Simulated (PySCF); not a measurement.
SMILES B[SiH2][SiH2]C#C (C2H7BSi2), GFN2-xTB optimised geometry.

```
12

B      2.07     0.32    -0.80
Si     1.42    -1.31     0.00
Si    -0.92    -1.31     0.00
C     -1.55     0.43     0.00
C     -1.92     1.57     0.00
H      2.23     0.42    -1.96
H      2.26     1.29    -0.16
H      1.83    -1.57     1.40
H      1.81    -2.57    -0.67
H     -1.51    -1.93    -1.19
H     -1.53    -1.95     1.18
H     -2.26     2.57     0.00
```

Density from PBE/def2-TZVP run with PySCF at that geometry.

Minimum of the electron density along straight lines between bonded atoms, close to the bond critical point (lines longer than 1.1 times the sum of covalent radii, or with two minima, are not listed):

```csv
bond,length / Å,ρ at the minimum / e bohr⁻³,∇²ρ there / e bohr⁻⁵,position (fraction from the first atom)
B1–Si2,1.934,0.119,-0.01,0.61
Si2–Si3,2.341,0.088,-0.15,0.46
Si3–C4,1.852,0.113,___,0.39
C4–C5,1.203,0.422,___,0.48
B1–H6,1.172,0.192,-0.40,0.45
B1–H7,1.171,0.192,-0.40,0.45
Si2–H8,1.477,0.119,0.17,0.50
Si2–H9,1.478,0.118,0.17,0.50
Si3–H10,1.471,0.123,0.16,0.50
Si3–H11,1.469,0.123,0.16,0.50
C5–H12,1.053,___,-1.10,0.66
```

Problem. Complete the blanks.

Solution. 
- Si3–C4, ∇²ρ there / e bohr⁻⁵: 0.27
- C4–C5, ∇²ρ there / e bohr⁻⁵: -1.28
- C5–H12, ρ at the minimum / e bohr⁻³: 0.296
